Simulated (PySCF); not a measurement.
PySCF input:

```python
from pyscf import gto, scf, dft

mol = gto.M(
    atom='''
    C    -1.97147361    0.00614513   -0.66257266
    C    -0.75363017   -0.06505624   -1.11008578
    C     0.64181413   -0.07852444   -0.75701341
    Cl    0.89330899    0.05834195    1.07721629
    H    -2.83343467   -0.02014323   -1.32057027
    H    -2.16926953    0.09606979    0.40616999
    H     1.18428197    0.76444278   -1.17982533
    H     1.13190735   -1.00756920   -1.04042031
    ''',
    basis='def2-tzvpd',
    charge=0,
    spin=1,
    verbose=4,
)

mf = dft.UKS(mol, xc='m062x').density_fit(auxbasis='def2-universal-jkfit')
mf.grids.level = 4
mf.conv_tol = 1e-9
mf.max_cycle = 100
mf.max_memory = 1500
mf.kernel()
if not mf.converged:
    mf = mf.newton()
    mf.kernel(mf.make_rdm1())
for _ in range(2):
    mo, _, stable, _ = mf.stability(return_status=True)
    if stable:
        break
    mf.kernel(mf.make_rdm1(mo, mf.mo_occ))
mf.analyze()
```

Question: Which total energy does the run end on?

Answer: -576.80754 Eh (M06-2X/def2-TZVPD).

It need not be the lowest isomer of its formula.
